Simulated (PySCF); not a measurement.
**Two-component Hartree-Fock for W⁵⁴⁺ (tungsten, charge +54)**

Start: [Ar] 3d2; 3d3/2 filled at m_j = +1/2, +3/2. Calculated with PySCF 2.14 in an uncontracted even-tempered set (15 s from 15 bohr⁻², ratio 2.8; 12 p from 20 bohr⁻², ratio 2.8; 8 d from 20 bohr⁻², ratio 2.8; 3 f from 62 bohr⁻², ratio 3): generalised Hartree-Fock with the X2C-1e Hamiltonian and a Gaussian nucleus; one run each with spin-orbit coupling (SO) switched off, then screened by Boettger's factors.

```json
{"spinor shell": "1s1/2", "electrons": "2", "ε, spin-free (eV)": "-73633.4", "ε, screened SO (eV)": "-73609.3", "weight of nominal j (screened SO)": "1.000", "rms radius, screened SO (bohr)": "0.0208"}
{"spinor shell": "2s1/2", "electrons": "2", "ε, spin-free (eV)": "-15830.9", "ε, screened SO (eV)": "-15821.8", "weight of nominal j (screened SO)": "1.000", "rms radius, screened SO (bohr)": "0.0831"}
{"spinor shell": "2p1/2", "electrons": "2", "ε, spin-free (eV)": "-14318.0", "ε, screened SO (eV)": "-15302.4", "weight of nominal j (screened SO)": "1.000", "rms radius, screened SO (bohr)": "0.0706"}
{"spinor shell": "2p3/2", "electrons": "4", "ε, spin-free (eV)": "-14318.0", "ε, screened SO (eV)": "-13913.7", "weight of nominal j (screened SO)": "1.000", "rms radius, screened SO (bohr)": "0.0777"}
{"spinor shell": "3s1/2", "electrons": "2", "ε, spin-free (eV)": "-6035.6", "ε, screened SO (eV)": "-6032.7", "weight of nominal j (screened SO)": "1.000", "rms radius, screened SO (bohr)": "0.204"}
{"spinor shell": "3p1/2", "electrons": "2", "ε, spin-free (eV)": "-5571.7", "ε, screened SO (eV)": "-5826.8", "weight of nominal j (screened SO)": "1.000", "rms radius, screened SO (bohr)": "0.194"}
{"spinor shell": "3p3/2", "electrons": "4", "ε, spin-free (eV)": "-5571.7", "ε, screened SO (eV)": "-5464.7", "weight of nominal j (screened SO)": "1.000", "rms radius, screened SO (bohr)": "0.208"}
{"spinor shell": "3d3/2", "electrons": "2", "ε, spin-free (eV)": "-5168.4", "ε, screened SO (eV)": "-5209.3", "weight of nominal j (screened SO)": "0.999", "rms radius, screened SO (bohr)": "0.177"}
```

| quantity | spin-free | screened SO |
| --- | --- | --- |
| E (hartree) | -13310.41214 | -13332.09127 |
| M_J | 2 | 2 |
| ⟨J²⟩ | 8.000 | 6.010 |
| ⟨L²⟩ | 12.000 | 10.132 |
| ⟨S²⟩ | 2.000 | 1.538 |

Each row is a mean over spinors that exchange with the open shell spreads, by up to 33.554 eV (3p1/2).

Breit and QED terms are absent; they matter most for the inner s and p1/2 levels.

Densities and radii are taken from the X2C orbitals without a picture-change correction, which distorts them close to the nucleus.

Without spin-orbit coupling the j labels of p, d and f shells carry no meaning; the spin-free column gives the mean over the occupied spinors of each nl shell, and its ⟨J²⟩ belongs to a mixture of degenerate components.
